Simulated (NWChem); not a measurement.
System: HSO3 cation; SMILES O=S(=O)=[OH+]

NWChem input:

```
start job
memory heap 200 mb stack 900 mb global 1100 mb
charge 1
geometry units angstroms noautosym nocenter noautoz
  O     -1.453718     0.171167     0.000000
  S     -0.046962    -0.096839     0.000000
  O      0.702811    -1.310277     0.000000
  O      0.894695     1.146257     0.000000
  H      0.416627     2.018030     0.000000
end
basis spherical
  * library def2-svp
end
dft
  xc b3lyp
  iterations 150
  mulliken
end
task dft energy
esp
  recalculate
  probe 0.07
  range 0.3
  factor 1.0
  spacing 0.02
end
task esp
```

Geometry: optimised at B3LYP/6-31G* (spherical d).

Atomic charges in e: unrestrained fits to the electrostatic potential beside Mulliken populations; buried atoms are poorly determined by the fit.

Atoms are numbered as in the input.

### Question
What results follow from this input? (B3LYP/def2-SVP.) Quantities: ESP O1; Mulliken O1; ESP S2; Mulliken S2; ESP O3; Mulliken O3; ESP O4; Mulliken O4; relative RMS misfit of the potential (%).

### Answer
- ESP O1: -0.23
- Mulliken O1: -0.18
- ESP S2: 1.27
- Mulliken S2: 1.21
- ESP O3: -0.18
- Mulliken O3: -0.16
- ESP O4: -0.34
- Mulliken O4: -0.18
- relative RMS misfit of the potential (%): 2
